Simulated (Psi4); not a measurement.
C₅H₄N (SMILES [c-]1ccncc1), charge -1, singlet, geometry from GFN2-xTB (a gas-phase anion, which may not be bound at this level); CISD/STO-3G (Psi4).

Here is a job for Psi4.
```
memory 2 GB

molecule mol {
-1 1
  N    -0.002571    0.000163    1.383954
  C     0.002860   -0.000181   -1.539953
  C     0.014409    1.124398    0.663539
  C    -0.016874   -1.124242    0.663746
  C    -0.014810   -1.159869   -0.712972
  C     0.017459    1.159701   -0.713185
  H     0.026070    2.042966    1.265087
  H    -0.030770   -2.042668    1.265462
  H    -0.027651   -2.146913   -1.192443
  H     0.032081    2.146632   -1.192837
}

set basis sto-3g
set reference rhf

energy('cisd')
print_variables()
```

It wrote (shortened):

```
   => Loading Basis Set <=

    Name: STO-3G
    Role: ORBITAL
    Keyword: BASIS

         ---------------------------------------------------------
                                   SCF
               by Justin Turney, Rob Parrish, Andy Simmonett
                          and Daniel G. A. Smith
                              RHF Reference
         ---------------------------------------------------------

  ==> Geometry <==

    Molecular point group: c1
    Full point group: C1

    Geometry (in Angstrom), charge = -1, multiplicity = 1:

       Center              X                  Y                   Z               Mass
    ------------   -----------------  -----------------  -----------------  -----------------
         N           -0.002574254770     0.000163209727     1.385746594433    14.003074004430
         C            0.002856745230    -0.000180790273    -1.538160405567    12.000000000000
         C            0.014405745230     1.124398209727     0.665331594433    12.000000000000
         C           -0.016877254770    -1.124241790273     0.665538594433    12.000000000000
         C           -0.014813254770    -1.159868790273    -0.711179405567    12.000000000000
         C            0.017455745230     1.159701209727    -0.711392405567    12.000000000000
         H            0.026066745230     2.042966209727     1.266879594433     1.007825032230
         H           -0.030773254770    -2.042667790273     1.267254594433     1.007825032230
         H           -0.027654254770    -2.146912790273    -1.190650405567     1.007825032230
         H            0.032077745230     2.146632209727    -1.191044405567     1.007825032230

  Running in c1 symmetry.

  Rotational constants: A =      0.20984  B =      0.20034  C =      0.10249 [cm^-1]
  Rotational constants: A =   6290.72466  B =   6006.00759  C =   3072.53499 [MHz]
  Nuclear repulsion =  196.441811745489645

  Charge       = -1
  Multiplicity = 1
  Electrons    = 42
  Nalpha       = 21
  Nbeta        = 21

  ==> Algorithm <==

  SCF Algorithm Type is PK.
  DIIS enabled.
  MOM disabled.
  Fractional occupation disabled.
  Guess Type is SAD.
  Energy threshold   = 1.00e-08
  Density threshold  = 1.00e-08
  Integral threshold = 1.00e-12

  ==> Primary Basis <==

  Basis Set: STO-3G
    Blend: STO-3G
    Number of shells: 22
    Number of basis functions: 34
    Number of Cartesian functions: 34
    Spherical Harmonics?: true
    Max angular momentum: 1

  ==> Integral Setup <==

  Using in-core PK algorithm.
   Calculation information:
      Number of atoms:                  10
      Number of AO shells:              22
      Number of primitives:             66
      Number of atomic orbitals:        34
      Number of basis functions:        34

      Integral cutoff                 1.00e-12
      Number of threads:                 1

  Performing in-core PK
  Using 354620 doubles for integral storage.
  We computed 29871 shell quartets total.
  Whereas there are 32131 unique shell quartets.

  ==> DiskJK: Disk-Based J/K Matrices <==

    J tasked:                  Yes
    K tasked:                  Yes
    wK tasked:                  No
    Schwarz Cutoff:          1E-12

  Minimum eigenvalue in the overlap matrix is 1.8110292760E-01.
  Reciprocal condition number of the overlap matrix is 7.2647628705E-02.
    Using symmetric orthogonalization.

  ==> Pre-Iterations <==

  SCF Guess: Superposition of Atomic Densities via on-the-fly atomic UHF (no occupation information).

   -------------------------
    Irrep   Nso     Nmo
   -------------------------
     A         34      34
   -------------------------
    Total      34      34
   -------------------------

  ==> Iterations <==

                        Total Energy        Delta E     RMS |[F,P]|

   @RHF iter SAD:  -239.10985885017084   -2.39110e+02   0.00000e+00
   @RHF iter   1:  -242.76168083766981   -3.65182e+00   1.00506e-02 DIIS/ADIIS
   @RHF iter   2:  -242.83360616166001   -7.19253e-02   4.21754e-03 DIIS/ADIIS
   @RHF iter   3:  -242.84581775250803   -1.22116e-02   5.39400e-04 DIIS/ADIIS
   @RHF iter   4:  -242.84625127050592   -4.33518e-04   1.31189e-04 DIIS/ADIIS
   @RHF iter   5:  -242.84627616945906   -2.48990e-05   6.09137e-05 DIIS
   @RHF iter   6:  -242.84628148899202   -5.31953e-06   2.07527e-05 DIIS
   @RHF iter   7:  -242.84628247228332   -9.83291e-07   5.66426e-06 DIIS
   @RHF iter   8:  -242.84628255735208   -8.50688e-08   3.27019e-06 DIIS
   @RHF iter   9:  -242.84628258042335   -2.30713e-08   7.14215e-07 DIIS
   @RHF iter  10:  -242.84628258163897   -1.21562e-09   7.51985e-08 DIIS
   @RHF iter  11:  -242.84628258165020   -1.12266e-11   1.20343e-08 DIIS
   @RHF iter  12:  -242.84628258165020    0.00000e+00   2.28250e-09 DIIS
  Energy and wave function converged.

  ==> Post-Iterations <==

    Orbital Energies [Eh]
    ---------------------

    Doubly Occupied:

       1A    -15.061476     2A    -10.822601     3A    -10.822372
       4A    -10.741229     5A    -10.741121     6A    -10.607397
       7A     -0.959343     8A     -0.737056     9A     -0.728763
      10A     -0.535842    11A     -0.524412    12A     -0.393679
      13A     -0.348991    14A     -0.318723    15A     -0.297559
      16A     -0.252687    17A     -0.163351    18A     -0.117075
      19A     -0.065249    20A     -0.020584    21A      0.034312

    Virtual:

      22A      0.506005    23A      0.529385    24A      0.766027
      25A      0.850300    26A      0.853955    27A      0.917428
      28A      0.960457    29A      1.020092    30A      1.111736
      31A      1.144585    32A      1.147214    33A      1.330528
      34A      1.363388

    Final Occupation by Irrep:
              A
    DOCC [    21 ]
    NA   [    21 ]
    NB   [    21 ]

  @RHF Final Energy:  -242.84628258165020

   => Energetics <=

    Nuclear Repulsion Energy =            196.4418117454896446
    One-Electron Energy =                -730.1257963651910359
    Two-Electron Energy =                 290.8377020380511908
    Total Energy =                       -242.8462825816502004

Computation Completed

Properties will be evaluated at   0.000000,   0.000000,   0.000000 [a0]

Properties computed using the SCF density matrix

 Multipole Moments:

 ------------------------------------------------------------------------------------
     Multipole            Electronic (a.u.)      Nuclear  (a.u.)        Total (a.u.)
 ------------------------------------------------------------------------------------

 L = 1.  Multiply by 2.5417464519 to convert [e a0] to [Debye]
 Dipole X            :         -0.0013258           -0.0002578           -0.0015836
 Dipole Y            :          0.0000837            0.0000162            0.0000999
 Dipole Z            :          0.7140042            0.1388823            0.8528865
 Magnitude           :                                                    0.8528880

 ------------------------------------------------------------------------------------

 MINTS: Wrapper to libmints.
   by Justin Turney

   Calculation information:
      Number of threads:                 1
      Number of atoms:                  10
      Number of AO shells:              22
      Number of SO shells:              22
      Number of primitives:             66
      Number of atomic orbitals:        34
      Number of basis functions:        34

      Number of irreps:                  1
      Integral cutoff                 1.00e-12
      Number of functions per irrep: [  34 ]

 OEINTS: Overlap, kinetic, potential, dipole, and quadrupole integrals
         stored in file 35.

      Computed 171365 non-zero two-electron integrals.
        Stored in file 33.

        ==> Transform all two-electron integrals <==

	Presorting SO-basis two-electron integrals.
	Sorting File: SO Ints (nn|nn) nbuckets = 1
	Constructing frozen core operators
	Starting first half-transformation.
	Sorting half-transformed integrals.
	First half integral transformation complete.
	Starting second half-transformation.
	Two-electron integral transformation complete.

Traceback (most recent call last):
  File "psi4", line 375, in <module>
  File "<string>", line 31, in <module>
  File "site-packages/psi4/driver/driver.py", line 533, in energy
  File "site-packages/psi4/driver/procrouting/proc.py", line 1108, in select_cisd
  File "site-packages/psi4/driver/procrouting/proc.py", line 5807, in run_cepa

RuntimeError:
Fatal Error: ndocc must be less than nvirt
The most recent 5 function calls were:

psi::PsiException::PsiException(std::__cxx11::basic_string<char, std::char_traits<char>, std::allocator<char> >, char const*, int)

Printing out the relevant lines from the Psithon --> Python processed input file:
      H     0.032081    2.146632   -1.192837
    ""","mol")
    core.IO.set_default_namespace("mol")
    core.set_global_option("BASIS", "sto-3g")
    core.set_global_option("REFERENCE", "rhf")
--> energy('cisd')
    print_variables()

!----------------------------------------------------------------------------------!
!                                                                                  !
! Fatal Error: ndocc must be less than nvirt                                       !
! The most recent 5 function calls were:                                           !
! psi::PsiException::PsiException(std::__cxx11::basic_string<char,                 !
!     std::char_traits<char>, std::allocator<char> >, char const*, int)            !
!                                                                                  !
!----------------------------------------------------------------------------------!
```

The run crashed.
